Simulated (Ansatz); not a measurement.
Frontier orbitals of CH$_{9}$AlSSi$_{2}$ (`[CH3][AlH][SiH2]S[SiH3]`).

Cartesian coordinates in Å:
```
C -2.252 -0.190 -0.643
Al -0.833 -0.451 0.680
Si 1.258 -1.458 -0.196
S 2.222 0.258 -1.165
Si 1.458 1.542 0.308
H -2.837 -1.111 -0.743
H -2.945 0.603 -0.350
H -1.854 0.049 -1.632
H -1.088 -0.360 2.248
H 2.248 -2.047 0.750
H 1.087 -2.440 -1.303
H 1.963 1.278 1.677
H 1.631 2.970 -0.053
H -0.057 1.356 0.423
```

The species carries charge 0 and has multiplicity 1. Geometry: relaxed with PBE0-D4/def2-TZVP. It is one conformer, not always the lowest. Basis def2-TZVPP, Ansatz 0.2.0.

Orbital energies of one run (eV). Highest occupied ones, from the top: -7.06, -7.87, -8.10, -9.29, -9.73, -10.06, -10.32, -10.92, -11.05, -11.10, -12.00, -14.57, -15.65, -18.99. Empty: -1.40, -0.57, -0.25, 0.32, 0.81, 0.95.

Q: Which functional gave them?
A. LC-ωPBE
B. PBE0
C. r2SCANh
D. HSE06 (plane-wave form)

A: B. HOMO energies: PBE0 -7.06, r2SCANh -6.62, LC-ωPBE -9.57, HSE06 -6.67 eV.

LC-ωPBE has ω = 0.4 bohr⁻¹.
